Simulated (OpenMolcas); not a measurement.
**Levels of Cr3+ by method**

* Program: OpenMolcas
* Basis: ANO-RCC-VTZP [6s5p3d2f1g]
* Scalar Hamiltonian: DKH2, point nucleus
* Active space: 3 electrons in 9 orbitals (RAS2 3d 4s; RAS3 4p, at most 2 electrons)
* State averaging: 2S+1 = 4 even, 20 roots; 2S+1 = 2 even, 64 roots kept (CI in the orbitals of an earlier block); 2S+1 = 4 odd, 21 roots; 2S+1 = 2 odd, 12 roots kept (CI in the orbitals of an earlier block)
* Spin-orbit coupling: state interaction with AMFI integrals over the reference wave functions, term energies averaged over their components

Methods on the same reference wave functions:
A. RASSCF
B. SS-RASPT2, IPEA 0.25 Eh, imaginary shift 0.1 Eh (closed shells correlated: 3s 3p)
C. MS-RASPT2, IPEA 0.25 Eh, imaginary shift 0.1 Eh (closed shells correlated: 3s 3p)

Energies in cm⁻¹ above 3d³ ⁴F_3/2, the measured ground level; measured values from Sugar and Corliss, J. Phys. Chem. Ref. Data 6, 317 (1977).

```json
{"Level": "3d³ ⁴F_3/2", "A": "0.0", "B": "0.0", "C": "0.0", "Measured": "0.0"}
{"Level": "3d³ ⁴F_5/2", "A": "255", "B": "257", "C": "257", "Measured": "236"}
{"Level": "3d³ ⁴F_7/2", "A": "605", "B": "608", "C": "608", "Measured": "556"}
{"Level": "3d³ ⁴F_9/2", "A": "1042", "B": "1043", "C": "1043", "Measured": "946"}
{"Level": "3d³ ⁴P_1/2", "A": "18177", "B": "14360", "C": "14360", "Measured": "14059"}
{"Level": "3d³ ⁴P_3/2", "A": "18290", "B": "14470", "C": "14470", "Measured": "14177"}
{"Level": "3d³ ²G_7/2", "A": "18564", "B": "15310", "C": "15310", "Measured": "15052"}
{"Level": "3d³ ⁴P_5/2", "A": "18585", "B": "14770", "C": "14770", "Measured": "14471"}
{"Level": "3d³ ²G_9/2", "A": "18937", "B": "15690", "C": "15690", "Measured": "15402"}
{"Level": "3d³ ²P_1/2", "A": "24413", "B": "19660", "C": "19650", "Measured": "19519"}
{"Level": "3d³ ²P_3/2", "A": "24546", "B": "19670", "C": "19670", "Measured": ""}
{"Level": "3d³ ²H_9/2", "A": "24727", "B": "21590", "C": "21590", "Measured": "21066"}
{"Level": "3d³ ²H_11/2", "A": "25013", "B": "21880", "C": "21880", "Measured": "21321"}
{"Level": "3d³ ²D_3/2(1)", "A": "26580", "B": "21110", "C": "21110", "Measured": "20650"}
{"Level": "3d³ ²D_5/2(1)", "A": "26834", "B": "21240", "C": "21240", "Measured": "20664"}
{"Level": "3d³ ²F_7/2", "A": "42551", "B": "35040", "C": "35040", "Measured": "34363"}
{"Level": "3d³ ²F_5/2", "A": "42713", "B": "35200", "C": "35200", "Measured": "34556"}
{"Level": "3d³ ²D_5/2(2)", "A": "66213", "B": "54680", "C": "54680", "Measured": "52975"}
{"Level": "3d³ ²D_3/2(2)", "A": "66414", "B": "54880", "C": "54890", "Measured": "53142"}
{"Level": "3d² 4s ⁴F_3/2", "A": "109638", "B": "109620", "C": "109620", "Measured": "103995"}
{"Level": "3d² 4s ⁴F_5/2", "A": "109884", "B": "109870", "C": "109870", "Measured": "104257"}
{"Level": "3d² 4s ⁴F_7/2", "A": "110234", "B": "110220", "C": "110220", "Measured": "104629"}
{"Level": "3d² 4s ⁴F_9/2", "A": "110686", "B": "110670", "C": "110670", "Measured": "105104"}
{"Level": "3d² 4s ²F_5/2", "A": "116507", "B": "115000", "C": "115000", "Measured": "109940"}
```

Deviations, from unrounded energies. A percentage is the sum of absolute deviations over the sum of measured energies, with the sign that they share, or ± where signs differ.

```json
{"Against measurement": "mean absolute deviation (cm-1)", "Levels": "22", "A": "5300", "B": "1600", "C": "1600"}
{"Against measurement": "fine structure of the ground term (%)", "Levels": "3", "A": "+9.5", "B": "+9.9", "C": "+9.9"}
{"Against measurement": "other terms of the ground configuration (%)", "Levels": "14", "A": "+24.6", "B": "+2.4", "C": "+2.4"}
{"Against measurement": "other configurations (%)", "Levels": "5", "A": "+5.5", "B": "+5.2", "C": "+5.2"}
```

B, C lie about equally close to measurement and A furthest from it. The largest miss of C in the table is 3d² 4s ⁴F_3/2, by +5600 cm-1. The ranking rests on the paired levels alone, and a cruder setting can come out closer through cancelling errors.

Between B and C no level of the table moves by more than 5 cm-1.

The two smallest mean deviations differ by little beside CASPT2's spread within terms, so their order carries little weight.

From A to B the spin-free energies of the other terms of 3d³ shown, above ⁴F, scale by factors of 0.78 to 0.87, as is usual when dynamic correlation screens the repulsion within a d or f shell.

The lowest spin-free term lies below A's lowest term by 0.342 hartree in B, 0.342 hartree in C.

CASPT2 breaks the degeneracy within a term, and the mean is taken; among the terms shown or strongly mixed into the levels shown the widest spread is 1200 cm-1 (3d² 4s ²F, C). Terms from blocks run as CI alone lack orbitals of their own. A single d shell beside an s shell can misplace configurations of different d count against each other. Without dynamic correlation excited terms often stand tens of per cent too high (terms of higher spin than the ground term too low), and those without a measured partner can miss by more than the paired ones (holds for A). Measured partners are found by configuration, term and J. A level has none where our copy of the source lacks it or the pairing is in doubt (some pairs that miss far off the trend of their configuration count as doubtful), and it then counts in no deviation. Levels of configurations outside the active space are missing. Levels that lie high or do not pair safely by name in every column are left out.

A number in round brackets counts repeated terms of one configuration in the order of the reference energies.
